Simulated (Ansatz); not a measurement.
Abridged output of a molecular run in Ansatz:

```
Functional definition: HF
  name "HF"
  cite "Fock, Z. Phys. 61, 126 (1930) doi:10.1007/BF01340294"
  parent pbe
  exchange = exact_x
  correlation = 0
1093 factors; integrals over basis functions are off by at most 1.1e-3 eV
mean field evaluation 1: about -12734.8833 eV, gradient 4.1e1 eV
mean field evaluation 2: about -12734.9404 eV, gradient 4.1e1 eV
mean field evaluation 4: about -12739.0034 eV, gradient 4.5e0 eV
mean field evaluation 8: about -12739.0682 eV, gradient 2.1e-4 eV
mean field -12739.06817253 eV, -468.1521204898 hartree, gradient 4.7e-6 eV, S^2 0.000000; 0 other end points of the search recorded, 0 dependent functions left out
9 core orbitals not correlated: weight in the atoms' cores, before any rotation towards them, 1.000 or more for the frozen orbitals, at most 0.000 for the correlated occupied ones
reference -12739.06817253 eV, -468.1521204898 hartree; 14, 14 occupied and 86, 86 virtual orbitals, 1093 factors
second order -17.46623265 eV of doubles, -0.00000000 eV of singles
cycle   1  -18.27454019 eV  change   -8.1e-1 eV  update   1.0e-1
cycle   2  -18.75874266 eV  change   -4.8e-1 eV  update   3.0e-2
cycle   3  -18.87981913 eV  change   -1.2e-1 eV  update   1.6e-2
cycle   4  -18.87635644 eV  change    3.5e-3 eV  update   4.2e-3
cycle   5  -18.87547138 eV  change    8.9e-4 eV  update   1.8e-3
cycle   6  -18.87557925 eV  change   -1.1e-4 eV  update   5.5e-4
cycle   7  -18.87537618 eV  change    2.0e-4 eV  update   1.8e-4
cycle   8  -18.87537763 eV  change   -1.4e-6 eV  update   5.6e-5
cycle   9  -18.87539198 eV  change   -1.4e-5 eV  update   1.6e-5
perturbative correction -0.55998735 eV, -0.0205791556 hartree
Total energy: -12758.50355186 eV, -468.8663575064 hartree
```

Its atoms:

Cartesian coordinates in Å:
```
C 0.603 1.248 -1.391
B 0.211 0.138 -0.371
C -0.693 0.196 0.963
Si -0.216 -1.596 0.944
O 0.620 -1.178 -0.471
H -0.295 1.700 -1.825
H 1.235 0.877 -2.200
H 1.127 2.063 -0.881
H -1.742 0.450 0.804
H -0.299 0.823 1.764
H 0.709 -2.105 1.989
H -1.262 -2.616 0.674
```

Problem. Which basis set was used?
A. cc-pV(T+d)Z
B. def2-SVPD
C. def2-TZVPPD
D. def2-SVP

Solution. D. It gives 109 functions.

Problem. Write the keys of the input that set method, charge and spin (a neutral closed shell needs none for the last two).

Solution. 
```yaml
correlation: {method: ccsd_t}
```
